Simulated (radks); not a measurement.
Values are calculated unless marked as measured or tabulated.
The gold ion Au+ inside a hard spherical wall (all orbitals vanish at R), configuration held at [Xe] 4f14 5d10 and not refilled when levels cross. Code: a radial shooting solver on a logarithmic mesh with Libxc functionals. Model: scalar-relativistic Kohn-Sham, PBEsol, spin-polarised, spherical densities, point nucleus. Eigenvalues in eV for spin up, with the zero of energy where the potential of the charges vanishes at infinity; a dash marks a level that is unbound or too diffuse for the functional's potential to be trusted. A positive occupied level is held by the wall or, in an anion where self-interaction has pushed it up, behind a barrier. The pressure on the wall is -dE/dV.

| R (bohr) | E (hartree) | kinetic (hartree) | e(5s) | e(4f) | e(5p) | e(5d) | e(6s, empty) | e(6p, empty) | pressure (GPa) |
|---|---|---|---|---|---|---|---|---|---|
| free | -19006.2669 | 21269.723 | -116.95 | -89.654 | -68.369 | -15.357 | -13.225 | -6.613 | 0 |
| 20 | -19006.2669 | 21269.723 | -116.95 | -89.654 | -68.369 | -15.357 | -13.225 | -6.613 | < 0.0001 |
| 10 | -19006.2669 | 21269.723 | -116.95 | -89.654 | -68.369 | -15.357 | -13.225 | -6.600 | < 0.0001 |
| 8 | -19006.2669 | 21269.724 | -116.94 | -89.649 | -68.364 | -15.353 | -13.217 | -6.494 | 0.00401 |
| 7 | -19006.2665 | 21269.728 | -116.92 | -89.627 | -68.343 | -15.334 | -13.182 | -6.277 | 0.0361 |
| 6 | -19006.2643 | 21269.750 | -116.82 | -89.517 | -68.241 | -15.242 | -13.019 | -5.671 | 0.331 |
| 4 | -19006.1462 | 21270.512 | -114.35 | -86.900 | -65.897 | -13.053 | -9.227 | 1.568 | 34.2 |
| 2 | -18996.9455 | 21310.367 | -74.460 | -39.571 | -26.208 | 35.128 | 95.033 | 135.02 | 14600 |
| 1.5 | -18965.5411 | 21429.264 | -10.021 | 30.234 | 47.860 | 128.81 | 310.10 | 376.87 | 138000 |
